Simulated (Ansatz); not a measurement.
```yaml
crystal:
  periodic: [false, false, false]
  atoms:
    - {symbol: Al, position_ang: [1.320286, 1.657598, -0.103804]}
    - {symbol: Al, position_ang: [-1.319517, -1.658293, 0.102468]}
    - {symbol: O, position_ang: [2.578992, 3.241853, -0.202050]}
    - {symbol: O, position_ang: [-0.000397, 0.000190, -0.002015]}
    - {symbol: O, position_ang: [-2.579364, -3.241348, 0.205402]}
basis:
  gaussian: {orbitals: "6-31++G**"}
hamiltonian: {xc: {name: BLYP}, dispersion: d3bj}
scf: {omitted_lower_state_checks: [starts]}
output: {forces: true}
```

```sh
$ ansatz run in.yaml --threads 4 --pin off --events-out ev --progress --plain --max-ram 4787MiB
```

Shortened log:

```
Functional definition: BLYP
904 factors; their error is unknown
mean field evaluation 1: about -19285.8352 eV, gradient 1.4e2 eV
mean field evaluation 2: about -18809.2251 eV, gradient 3.1e2 eV
mean field evaluation 4: about -19262.5519 eV, gradient 1.7e2 eV
mean field evaluation 8: about -19330.8521 eV, gradient 1.8e0 eV
mean field -19330.81394234 eV, -710.3943094846 hartree, gradient 2.2e-5 eV, S^2 0.000000; 0 other end points of the search recorded, 0 dependent functions left out
reference -19330.81434529 eV, -710.3943242927 hartree; 25, 25 occupied and 78, 78 virtual orbitals, 904 factors
Total energy: -19331.01200189 eV, -710.4015880391 hartree
Atom 0 at     1.320286     1.657598    -0.103804 Å, force     0.686993     0.874562    -0.055728 eV/Å
Atom 1 at    -1.319517    -1.658293     0.102468 Å, force    -0.692653    -0.869460     0.065061 eV/Å
Atom 2 at     2.578992     3.241853    -0.202050 Å, force    -3.261869    -4.106251     0.254704 eV/Å
Atom 3 at    -0.000397     0.000190    -0.002015 Å, force     0.002353    -0.001660     0.003466 eV/Å
Atom 4 at    -2.579364    -3.241348     0.205402 Å, force     3.265175     4.102808    -0.267504 eV/Å
Dipole moment:     0.001013    -0.000927    -0.001942 e Å
Checks for a lower state left out: starts
```

It took 1.4 s on 4 threads of Arm Neoverse V1 on a shared host.

The 6-31G sets use Cartesian d functions.
